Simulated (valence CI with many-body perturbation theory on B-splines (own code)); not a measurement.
Results of a calculation; reference values are marked as such.
Run record, I¹²⁺

The program does CI of the valence electrons with many-body perturbation theory for a frozen closed Dirac-Fock core.

Command, and the settings that its task file holds:

```sh
python run_cv.py task.json out
```

```
atom I  Z=53  mass_number=127  rms_radius_fm=4.7500
core [Kr]
valence 4s5
avg = 1
basis = S
breit = 1
cap = 10000
capref = 1200
cscale = 1
de = 0.0
dress = 0
eps = 2e-08
extrap = 1
h = 0.27
hh = 1
l2 = 3
lcore = 6
maxit = 60
n2 = 5
natural = 1
nlev = 20
nno = [3, 3, 3, 3, 1]
nroot = 26
nsp = [3, 3, 2, 2, 0]
pt2 = 1
qed = 1
rpa = 1
s1 = 1
s2 = 1
s3 = 1
screen = 1
tol = 2e-05
whole = 1
```

What became of the run, and why?

It gave no result: a shell was given more electrons than it holds. The program said: "a valence shell holds more than 4l+2 electrons".
